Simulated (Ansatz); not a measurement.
All numbers were calculated with Ansatz.

A structure relaxed at PBE0-D4/def2-TZVP, charge 0, multiplicity 1:

Cartesian coordinates in Å:
```
Si 0.1170 -1.7021 -2.0500
Si 1.7282 -0.8186 -0.6066
Ge 1.2006 1.4561 -0.1352
Si -1.0815 1.6007 0.5330
Si -1.4999 0.0256 2.2073
H 0.0818 -0.9111 -3.3097
H 0.4005 -3.1236 -2.3843
H -1.2219 -1.6205 -1.4058
H 3.0842 -0.9295 -1.2131
H 1.7236 -1.5837 0.6715
H 2.1074 1.9912 0.9892
H 1.4423 2.3164 -1.3900
H -1.9416 1.3102 -0.6482
H -1.4023 2.9718 1.0188
H -1.2029 -1.3374 1.6894
H -2.9173 0.0674 2.6569
H -0.6181 0.2870 3.3768
```

Task: Give its formula and SMILES.

Result: GeH12Si4, `[SiH3][SiH2][GeH2][SiH2][SiH3]`.

Task: Point group (tolerance 0.08 Å, 0.16 Å for H)?

Result: C2.

Task: Summarise the bond lengths by kind.

Result: 2 × Si–Si 2.337 Å; 10 × H–Si 1.488 to 1.490 Å; 2 × Ge–Si 2.382 Å; 2 × Ge–H 1.540 Å.
